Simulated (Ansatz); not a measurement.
Reaction (homolysis of the Ga–O bond): `C[O][Ga]([OH])[OH]` → `[OH][Ga][OH]`• + `C[O]`•

Computed with Ansatz on PBE0-D4/def2-TZVP structures; ΔE is electronic, products minus reactants. CCSD(T)/CBS is the MP2 limit (def2-TZVPP, def2-QZVPP) plus CCSD(T) − MP2 in def2-TZVPP, frozen cores. DFT in def2-TZVPP. B3LYP here is the variant with VWN-RPA as its local correlation; programs differ in this. Open shells (•) are unrestricted, without spin–orbit coupling. For Ga outer-core shells are correlated without core-valence functions, which leaves a few kJ/mol of doubt a bond. Scalar relativity is left out up to krypton. Each species was taken in one conformer, which may not be the lowest.

`C[O][Ga]([OH])[OH]`:

```xyz
10

C    -1.075    1.070    0.978
O     0.181    0.950    0.346
Ga    0.666   -0.503   -0.535
O    -0.458   -1.872   -0.634
O     2.260   -0.590   -1.309
H    -0.930    1.254    2.048
H    -1.619    1.921    0.556
H    -1.701    0.177    0.869
H    -0.106   -2.614   -1.131
H     2.781    0.208   -1.189
```

`[OH][Ga][OH]`•:

Cartesian coordinates in Å:
```
O -1.231 -0.439 0.203
Ga 0.445 -0.624 -0.440
O 1.528 0.777 -0.143
H -1.810 -1.188 0.043
H 1.069 1.474 0.337
```

`C[O]`•:

Z-matrix (Å, degrees):
```
C
O 1 1.355
H 1 1.100 2 113.5
H 1 1.108 2 105.3 3 -115.7
H 1 1.100 2 113.5 3 128.6
```

CCSD(T)/CBS gives +412.4 kJ/mol.

(1) Another level gave +362.5 kJ/mol. Which?
A. MP2/def2-TZVPP
B. ωB97M-V/def2-TZVPP
C. HF/def2-TZVPP
D. B3LYP-D4/def2-TZVPP

Largest T1 diagnostic among the species: 0.019.

Answers

(1) D. B3LYP-D4 362.5, ωB97M-V 382.5, MP2/def2-TZVPP 433.8, HF/def2-TZVPP 265.7 kJ/mol.

The D4 term adds +12.3 kJ/mol with B3LYP and +6.8 kJ/mol with PBE0; it sums over pairs of atoms, weighted by their polarisabilities, and B3LYP, whose exchange is more repulsive, gets the larger term. In def2-TZVPP, CCSD(T) changes the Hartree–Fock value by +133.3 kJ/mol (the triples alone add +8.8 kJ/mol) and MP2 by +168.1 kJ/mol; breaking electron pairs costs correlation energy, which Hartree–Fock lacks. From PBE to PBE0 (25 % exact exchange), in def2-TZVPP and without D4, ΔE moves by +6.5 kJ/mol.
